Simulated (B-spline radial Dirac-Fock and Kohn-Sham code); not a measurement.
These are calculated numbers from a radial finite-basis atomic code; the model is Dirac-Fock (average of configuration) total-energy differences with a finite nucleus, the Breit interaction including its frequency dependence, and self-energy and vacuum-polarisation corrections. Electron correlation is not included.

Q: An atom or ion in its tabulated ground configuration has these computed binding energies (the last is its least bound level). Which is it?

```csv
level,binding energy (eV)
2s,13190.5
2p3/2,11191.2
3s,3593.1
3p1/2,3338.8
3p3/2,3024.9
4d3/2,875.4
4f,640.0
```

A: Re²²⁺: Z = 75 with 53 electrons, [Kr] 4d10 4f7.

Q: An atom or ion in its tabulated ground configuration has these computed binding energies (the last is its least bound level). Which is it?

```
level  binding energy (eV)
2p3/2               9727.1
   3s               2981.7
3p1/2               2750.3
4p1/2                873.5
4p3/2                815.3
4d3/2                654.8
   4f                449.5
```

A: Lu¹⁸⁺: Z = 71 with 53 electrons, [Kr] 4d10 4f7.
